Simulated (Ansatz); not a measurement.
KBr2⁻. Charge -1, multiplicity 1. Geometry PBE0-D4/def2-TZVPD, basis def2-TZVPD, Ansatz.

```xyz
3

K     0.004    0.003    0.000
Br    1.022   -1.701   -2.278
Br   -1.025    1.698    2.278
```

| run | HOMO (eV) | LUMO (eV) |
| --- | --- | --- |
| A | -4.22 | 2.69 |
| B | -1.74 | 1.91 |
| C | -5.57 | 3.22 |
| D | -5.24 | 3.24 |
| E | -5.68 | 3.24 |
| F | -1.99 | 2.43 |

LC-ωPBE has ω = 0.4 bohr⁻¹. The structure comes from a short search, and lower isomers may exist.

**Question.** The runs used CAM-B3LYP, HF, LC-ωPBE, PBE, r2SCAN, ωB97X-V. Estimate which is which.

**Answer.** A CAM-B3LYP (range-separated); B PBE (0 % exact exchange); C LC-ωPBE (range-separated); D ωB97X-V (range-separated); E HF (100 % exact exchange); F r2SCAN (0 % exact exchange). Exact exchange lowers occupied and raises empty levels; among semilocal functionals meta-GGAs tend to open the gap a little, and such runs are hard to tell apart. The gap grows from 3.65 eV (PBE) to 8.92 eV (HF).
